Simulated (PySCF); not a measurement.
These are PBE-D3(BJ)/def2-TZVP // r2SCAN-D4/def2-TZVP run with PySCF values and carry that method's errors. Isolated molecules, 0 K electronic values unless said otherwise. One relaxed conformer stands for a flexible species; it need not be the lowest. Excitations are Tamm–Dancoff values on a coarser integration grid. The basis has no diffuse functions, so Rydberg states are missing or too high.

Reference species (SMILES): `OB(F)F` (H–O–B–F torsion 180°) (neutral, multiplicity 1).

The HOMO is -8.90 eV and the T1 excitation (TDA) is 8.17 eV.

Changed species: `OB(O)O` (3 of 3 F replaced by OH; the reference has 1 of 3 F replaced by OH).

Q: Give the shifts of the HOMO and T1 excitation (TDA).

A: the HOMO increases by 1.48 eV, to -7.42 eV; the T1 excitation (TDA) decreases by 1.58 eV, to 6.59 eV.
